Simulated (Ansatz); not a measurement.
Cl$_{2}$H$_{4}$OSi$_{2}$ (`O[Si]([SiH3])(Cl)Cl`). Total charge 0; spin multiplicity 1.

```xyz
9

O     1.8529   -0.2642    0.5125
Si    0.2588   -0.5928    0.5076
Si   -0.8276    0.9365   -0.8724
Cl   -0.0629   -2.5156   -0.1437
Cl   -0.4851   -0.5011    2.4216
H     2.4406   -0.8091    1.0411
H    -2.2769    0.6157   -0.8626
H    -0.2915    0.8207   -2.2522
H    -0.6084    2.3098   -0.3519
```

Task: What are the harmonic wavenumbers in cm⁻¹ at PBE0-D4/def2-TZVP (Ansatz, finite differences of forces, unscaled)? (An estimate is asked.)

Result: Ansatz gave: 96, 98, 121, 185, 189, 241, 296, 400, 503, 517, 563, 586, 815, 865, 930, 933, 951, 2230, 2246, 2247, 3896.

Task: Is this a minimum?

Result: Yes, all 21 modes are real.

Task: Give the ideal-gas thermochemistry at 298.15 K and 1 bar (rigid rotor, harmonic oscillator; point group Cs, symmetry number 1).

Result: Zero-point energy 113.1 kJ/mol; H(298) − E = 137.8 kJ/mol; entropy 383.5 J/(mol·K), of which translation 171.1, rotation 121.2, vibration 91.2; G(298) − E = 23.5 kJ/mol. Modes under 100 cm⁻¹ are hindered rotations or soft bends, so the harmonic entropy is rough.
